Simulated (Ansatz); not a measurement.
`C[O][AlH][SH]` + HCl → `C[O][AlH][Cl]` + H₂S at 400 K and 1 bar (ligand exchange at the Al–S bond).

Gas-phase electronic energies from Ansatz, PBE0-D4/def2-TZVP geometries. CCSD(T)/CBS adds triple-zeta CCSD(T) − MP2 to the extrapolated MP2 energy (def2 sets, frozen cores). This one scheme is used for every species. Each species was taken in one conformer, which may not be the lowest.

```json
{"species": "`C[O][AlH][SH]`", "CCSD(T)/CBS energy (Eh)": "-756.10453", "H − E (kJ/mol)": "185.1", "S (J/(mol·K))": "380.1"}
{"species": "HCl", "CCSD(T)/CBS energy (Eh)": "-460.38127", "H − E (kJ/mol)": "29.6", "S (J/(mol·K))": "195.4"}
{"species": "`C[O][AlH][Cl]`", "CCSD(T)/CBS energy (Eh)": "-817.53357", "H − E (kJ/mol)": "161.4", "S (J/(mol·K))": "360.6"}
{"species": "H₂S", "CCSD(T)/CBS energy (Eh)": "-398.97279", "H − E (kJ/mol)": "53.4", "S (J/(mol·K))": "215.9"}
```

H − E and S are ideal-gas, rigid-rotor, harmonic terms from PBE0-D4/def2-TZVP, for one conformer and one mirror image of each species. 1 Eh = 2625.50 kJ/mol, R = 8.31446 J/(mol·K).

**Question.** By hand: ΔE, ΔH, ΔS and ΔG.

**Answer.** ΔE = (-817.53357) + (-398.97279) − (-756.10453) − (-460.38127) = -0.02056 Eh = -54.0 kJ/mol. Δ(H − E) = 161.4 + 53.4 − 185.1 − 29.6 = 0.1, so ΔH = -53.9 kJ/mol. ΔS = 360.6 + 215.9 − 380.1 − 195.4 = 1.0 J/(mol·K). ΔG = -53.9 − 400 × (1.0)/1000 = -54.3 kJ/mol.

**Question.** By hand: the equilibrium constant, and the temperature at which ΔG would vanish if ΔH and ΔS stayed fixed.

**Answer.** log₁₀ K = −ΔG/(RT ln 10) = 7.1. ΔH and −TΔS have one sign here, so there is no such temperature.

The number of gas molecules stays the same, so ΔS is small and ΔH decides. A doubt of 5 kJ/mol in ΔE shifts log₁₀ K by 0.7 here. Other conformers and mirror images would add mixing entropy, several J/(mol·K) or more a flexible species. Modes under 60 cm⁻¹, often nearly free rotors, make the harmonic entropy too high. These are equilibria of isolated gas molecules and say nothing of rates. Largest T1 diagnostic: 0.012 (customary marks: 0.02 for closed shells, 0.045 for open ones).

ΔS is within the doubt of such terms, so its sign, and with it that verdict, could turn.
